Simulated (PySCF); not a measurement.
Below is a simulated gas-phase C 1s photoelectron spectrum of Ge(iPr)H3 (`[H][Ge]([H])([H])[CH](C)C`).

Every computed line was given a Gaussian of 0.8 eV full width at half maximum and an area set by the number of equivalent atoms; the highest printed point is 100. Method: delta-SCF UKS SCAN, pcX-2 on the ionised atom, pcseg-1 elsewhere, spin-free X2C (PySCF).

binding energy (eV), intensity and a bar:
```
    289.1          0 
    289.2          0 
    289.3          1 
    289.4          1 
    289.5          3 #
    289.6          6 ##
    289.7         10 ###
    289.8         17 #####
    289.9         28 ########
    290.0         41 ############
    290.1         56 #################
    290.2         72 ######################
    290.3         86 ##########################
    290.4         96 #############################
    290.5        100 ##############################
    290.6         97 #############################
    290.7         87 ##########################
    290.8         72 ######################
    290.9         55 #################
    291.0         39 ############
    291.1         26 ########
    291.2         16 #####
    291.3          9 ###
    291.4          4 #
    291.5          2 #
    291.6          1 
    291.7          0
```

Q: How many maxima does the curve show, and how many computed lines lie under it?

A: The curve has 1 maximum (at 290.5 eV). Under it lie 2 lines from 2 inequivalent carbon sites. At this width some lines have no maximum of their own.

Q: Decompose the envelope and assign each component. Bonds: Ge1–C2, C2–C3, C2–C4. Hydrogens: H12, H13, H14 on Ge1; H5 on C2; H6, H7, H8 on C3; H9, H10, H11 on C4.

A: 
```json
{"position (eV)": "290.29", "relative area": "1", "line": "C 1s", "atoms": "C2", "environment": "carbon bonded to 2 C, Ge and H"}
{"position (eV)": "290.59", "relative area": "2", "line": "C 1s", "atoms": "C3/C4", "environment": "carbon bonded to C and 3 H"}
```

Q: What are the centre and the root-mean-square width of the whole band?

A: The area-weighted mean of the lines is 290.49 eV. Their own spread about it is 0.14 eV (rms) and each Gaussian has σ = 0.8/2.355 = 0.34 eV; the variances add, which gives 0.37 eV.

The listed C 1s values span 0.30 eV, from C2 (bonded to 2 C, H and Ge) to C3/C4 (bonded to C and 3 H).

No satellites, vibrations or lifetime broadening are included. Atoms equivalent by their bonding share one computed value, that of the first of them. Geometry: PBE0-D3(BJ)/def2-SVP; no solvent, vibrations or thermal averaging.

The run took 16 s on one thread, Arm Neoverse V1 (aarch64), no GPU (shared host), and the process peaked at 0.47 GiB of memory.
